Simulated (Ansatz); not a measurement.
The cluster Ti₄Si. Total charge 0; singlet. Geometry PBE-D4/def2-SVP.

```xyz
5

Ti    1.124    1.050    0.877
Ti    1.291   -1.096   -0.188
Ti   -0.854    1.407   -0.438
Ti   -0.777   -0.802   -1.373
Si   -0.783   -0.559    1.122
```

The restricted singlet is unstable towards broken spin symmetry in Hartree–Fock (as tested in another run); at PBE-D4/def2-TZVP, BLYP-D4/def2-TZVP, r2SCAN-D4/def2-TZVP, PBE0-D4/def2-TZVP and others this wasn't settled. Another isomer (quintet) lies 1.76 eV lower at PBE0-D4/def2-TZVP; other spin states weren't run for this one.

(1) Estimate the orbital energies around the gap (eV) in Ansatz with PBE-D4/def2-TZVP, BLYP-D4/def2-TZVP, r2SCAN-D4/def2-TZVP, PBE0-D4/def2-TZVP, ωB97X-V/def2-TZVP.

## Answers

(1) 
| orbital | PBE-D4/def2-TZVP | BLYP-D4/def2-TZVP | r2SCAN-D4/def2-TZVP | PBE0-D4/def2-TZVP | ωB97X-V/def2-TZVP |
| --- | --- | --- | --- | --- | --- |
| HOMO−9 | -10.33 | -10.17 | -10.69 | -11.73 | -14.36 |
| HOMO−8 | -5.45 | -5.21 | -5.52 | -6.13 | -8.07 |
| HOMO−7 | -5.03 | -4.83 | -5.16 | -5.82 | -7.78 |
| HOMO−6 | -5.00 | -4.81 | -5.14 | -5.80 | -7.76 |
| HOMO−5 | -4.80 | -4.63 | -4.94 | -5.56 | -7.45 |
| HOMO−4 | -4.11 | -3.94 | -4.11 | -4.55 | -6.39 |
| HOMO−3 | -3.90 | -3.76 | -3.92 | -4.52 | -6.21 |
| HOMO−2 | -3.59 | -3.48 | -3.68 | -4.38 | -6.14 |
| HOMO−1 | -3.47 | -3.34 | -3.57 | -4.24 | -6.09 |
| HOMO | -3.44 | -3.30 | -3.52 | -4.18 | -5.98 |
| LUMO | -3.08 | -2.93 | -2.95 | -2.16 | -0.20 |
| LUMO+1 | -3.04 | -2.91 | -2.83 | -2.03 | -0.12 |
| LUMO+2 | -2.91 | -2.77 | -2.79 | -1.86 | 0.17 |
| LUMO+3 | -2.52 | -2.36 | -2.36 | -1.51 | 0.49 |
| LUMO+4 | -2.16 | -2.06 | -1.99 | -1.32 | 0.60 |
| LUMO+5 | -2.11 | -2.00 | -1.96 | -1.23 | 0.64 |
